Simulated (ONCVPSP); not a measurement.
What one change does to a pseudopotential (rhenium (Re), ONCV)

rhenium, optimised norm-conserving Vanderbilt (ONCV), made with ONCVPSP 4.0.1 (PBE, scalar-relativistic). Core [Kr] 4d10 4f14, reference 5s2 5p6 5d5 6s2. Waves: 5s+6s: rc 1.80 bohr, ncon 4, nbas 8, qcut 7.8 1/bohr, 2 projectors; 5p: rc 1.15 bohr, ncon 3, nbas 7, qcut 6.4 1/bohr, 2 projectors, debl 1.7 Ha; 5d: rc 2.40 bohr, ncon 4, nbas 9, qcut 6.2 1/bohr, 2 projectors, debl 1.9 Ha. Local part: polynomial inside 1.10 bohr (lpopt 5, dvloc0 3 Ha). Core correction: polynomial model core, fcfact 0.5.

In the p channel the program set the typed energies aside and used -1.728, 0.250 Ha.

Change: all radii but the core radius scaled by about 1.27 (s 2.30, p 1.46, d 3.06 bohr); local potential polynomial inside 1.40 bohr (lpopt 5, dvloc0 3 Ha).

Cutoffs: the cutoffs (Ha) at which the residual kinetic energy of the hardest occupied pseudo-wave falls to 1 and 0.1 mHa per electron; they do not see the model core or the augmentation charge, which bear on the density cutoff. Errors are all-electron minus pseudo energies relative to the spin-unpolarised reference configuration.

Problem. What does the change do?

Solution. The potential gets softer (108 Ha and 172 Ha → 17 Ha and 69 Ha); of the 4 tests that both files solve, the error grows in 4 and shrinks in 0 by more than 15 % and 0.3 meV (median size 14.1 → 23.9 meV); neither file shows a bound ghost. A larger radius leaves more room for a smooth pseudo-wave, so fewer plane waves are needed. More of the atom is replaced by a form fitted at one configuration, so other configurations suffer.

```tsv
quantity	base	changed
cutoff, loose	108 Ha	17 Ha
cutoff, tight	172 Ha	69 Ha
loose cutoff by channel	s 19 Ha, p 108 Ha, d 13 Ha	s 14 Ha, p 17 Ha, d 11 Ha
bound ghosts	none	none
GHOST(+) flags under 300 eV	s at 133.8 eV	none
error for 5s2 5p6 5d5 6s1, meV [ΔE 9.25 eV]	-4.5	-5.8
error for 5s2 5p6 5d5 6s0, meV [ΔE 25.57 eV]	-17	-30
error for 5s2 5p6 5d4 6s0, meV [ΔE 52.70 eV]	-28	-33
error for 5s2 5p6 5d5 6s0 6p1, meV [ΔE 15.06 eV]	-11	-17
rms error of d²Exc/dni dnj with the model core, mHa	1.39	1.92
```
